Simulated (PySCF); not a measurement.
**Spinor energies of Yb⁵¹⁺ (ytterbium, charge +51)**

Start: [Ar] 3d1; 3d3/2 filled at m_j = +3/2. Calculated with PySCF 2.14 in an uncontracted even-tempered set (15 s from 14 bohr⁻², ratio 2.8; 12 p from 18 bohr⁻², ratio 2.8; 8 d from 18 bohr⁻², ratio 2.8; 3 f from 54 bohr⁻², ratio 3): generalised Hartree-Fock with the X2C-1e Hamiltonian and a Gaussian nucleus; one run each with spin-orbit coupling (SO) switched off, then screened by Boettger's factors.

```json
{"spinor shell": "1s1/2", "electrons": "2", "ε, spin-free (eV)": "-65104.7", "ε, screened SO (eV)": "-65088.4", "weight of nominal j (screened SO)": "1.000", "rms radius, screened SO (bohr)": "0.0223"}
{"spinor shell": "2s1/2", "electrons": "2", "ε, spin-free (eV)": "-13931.5", "ε, screened SO (eV)": "-13925.8", "weight of nominal j (screened SO)": "1.000", "rms radius, screened SO (bohr)": "0.0892"}
{"spinor shell": "2p1/2", "electrons": "2", "ε, spin-free (eV)": "-12690.5", "ε, screened SO (eV)": "-13448.3", "weight of nominal j (screened SO)": "1.000", "rms radius, screened SO (bohr)": "0.0760"}
{"spinor shell": "3s1/2", "electrons": "2", "ε, spin-free (eV)": "-5332.7", "ε, screened SO (eV)": "-5331.0", "weight of nominal j (screened SO)": "1.000", "rms radius, screened SO (bohr)": "0.220"}
{"spinor shell": "3p1/2", "electrons": "2", "ε, spin-free (eV)": "-4947.8", "ε, screened SO (eV)": "-5141.5", "weight of nominal j (screened SO)": "1.000", "rms radius, screened SO (bohr)": "0.209"}
{"spinor shell": "3p3/2", "electrons": "4", "ε, spin-free (eV)": "-4947.8", "ε, screened SO (eV)": "-4865.5", "weight of nominal j (screened SO)": "1.000", "rms radius, screened SO (bohr)": "0.221"}
{"spinor shell": "3d3/2", "electrons": "1", "ε, spin-free (eV)": "-4599.5", "ε, screened SO (eV)": "-4635.0", "weight of nominal j (screened SO)": "1.000", "rms radius, screened SO (bohr)": "0.188"}
```

Question: Where does 2p3/2 lie, and what is the 2p spin-orbit splitting (screened SO)?

Answer: At -12374.1 eV, 1074.2 eV above 2p1/2.

```tsv
quantity	spin-free	screened SO
E (hartree)	-11581.52321	-11595.66931
M_J	3/2	3/2
⟨J²⟩	3.954	3.750
⟨L²⟩	6.000	6.044
⟨S²⟩	0.750	0.794
```

Each row is a mean over spinors that exchange with the open shell spreads, by up to 23.756 eV (3p1/2).

Breit and QED terms are absent; they matter most for the inner s and p1/2 levels.

Densities and radii are taken from the X2C orbitals without a picture-change correction, which distorts them close to the nucleus.

Without spin-orbit coupling the j labels of p, d and f shells carry no meaning; the spin-free column gives the mean over the occupied spinors of each nl shell, and its ⟨J²⟩ belongs to a mixture of degenerate components.
